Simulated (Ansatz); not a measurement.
CuSiH₃F (charge +1), singlet: a pair in one relaxed arrangement.

in.yaml

```yaml
crystal:
  periodic: [false, false, false]
  atoms:
    - {symbol: Cu, position_ang: [0.091147, 0.038190, -2.942206]}
    - {symbol: Si, position_ang: [-0.022271, -0.007735, 0.717652]}
    - {symbol: F, position_ang: [0.030897, -0.009362, -0.971055]}
    - {symbol: H, position_ang: [0.730173, -1.217195, 1.090675]}
    - {symbol: H, position_ang: [-1.462305, -0.063141, 1.020280]}
    - {symbol: H, position_ang: [0.632461, 1.259242, 1.084654]}
basis:
  gaussian: {orbitals: "def2-QZVPPD.json"}
total_charge: 1
correlation: {method: mp2, frozen_orbitals: {Cu: 9, F: 1, H: 0, Si: 5}}
```

The basis file named in the input lies beside it (Basis Set Exchange, JSON).

Command:

```bash
ansatz run in.yaml --threads 4 --pin off --events-out ev --progress --plain --max-ram 9574MiB
```

The run's output (Ansatz 0.2.0):

```
Functional definition: HF
  name "HF"
  cite "Fock, Z. Phys. 61, 126 (1930) doi:10.1007/BF01340294"
  parent pbe
  exchange = exact_x
  correlation = 0
2092 factors; integrals over basis functions are off by at most 1.1e-3 eV
mean field evaluation 1: about -55199.6713 eV, gradient 1.2e2 eV
mean field evaluation 2: about -55199.7536 eV, gradient 1.2e2 eV
mean field evaluation 4: about -55211.8552 eV, gradient 1.2e1 eV
mean field evaluation 8: about -55212.0734 eV, gradient 5.9e-1 eV
mean field -55212.07472891 eV, -2029.0063221991 hartree, gradient 1.7e-6 eV, S^2 0.000000; 0 other end points of the search recorded, 0 dependent functions left out
15 core orbitals not correlated: weight in the atoms' cores, before any rotation towards them, 1.000 or more for the frozen orbitals, at most 0.000 for the correlated occupied ones
reference -55212.07472891 eV, -2029.0063221991 hartree; 12, 12 occupied and 314, 314 virtual orbitals, 2092 factors
second order -24.53462114 eV of doubles, -0.00000000 eV of singles
Total energy: -55236.60935005 eV, -2029.9079528959 hartree
```

The lines “mean field evaluation” count trial sets of orbitals through the whole run, from several starts and some on an approximate energy, so they need not fall steadily or lie above the final value.

Hardware: 4 CPU threads of an AMD EPYC 7R43, shared host. Wall time 8.5 s; peak host memory 1.3 GiB.
